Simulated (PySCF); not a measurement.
Radial density of Ag(2+) (silver, charge +2)

TPSS, [Kr] 4d9, 2D determinant. Calculation: PySCF 2.14, in x2c-SVPall; scalar relativity by spin-free X2C-1e.

```json
{"r (bohr)": "0.0260", "4πr²ρ (e/bohr)": "59.03", "4πr²(ρα − ρβ)": "0.0001"}
{"r (bohr)": "0.0437", "4πr²ρ (e/bohr)": "51.05", "4πr²(ρα − ρβ)": "0.0016"}
{"r (bohr)": "0.0734", "4πr²ρ (e/bohr)": "68.61", "4πr²(ρα − ρβ)": "0.0169"}
{"r (bohr)": "0.124", "4πr²ρ (e/bohr)": "68.55", "4πr²(ρα − ρβ)": "0.0941"}
{"r (bohr)": "0.208", "4πr²ρ (e/bohr)": "51.58", "4πr²(ρα − ρβ)": "0.2214"}
{"r (bohr)": "0.349", "4πr²ρ (e/bohr)": "54.82", "4πr²(ρα − ρβ)": "0.0672"}
{"r (bohr)": "0.588", "4πr²ρ (e/bohr)": "17.47", "4πr²(ρα − ρβ)": "0.2242"}
{"r (bohr)": "0.989", "4πr²ρ (e/bohr)": "18.11", "4πr²(ρα − ρβ)": "0.9148"}
{"r (bohr)": "1.66", "4πr²ρ (e/bohr)": "5.235", "4πr²(ρα − ρβ)": "0.4269"}
{"r (bohr)": "2.80", "4πr²ρ (e/bohr)": "0.4276", "4πr²(ρα − ρβ)": "0.0368"}
{"r (bohr)": "4.71", "4πr²ρ (e/bohr)": "0.002749", "4πr²(ρα − ρβ)": "0.0001"}
```

Densities and radii are taken from the X2C orbitals without a picture-change correction, which distorts them close to the nucleus.
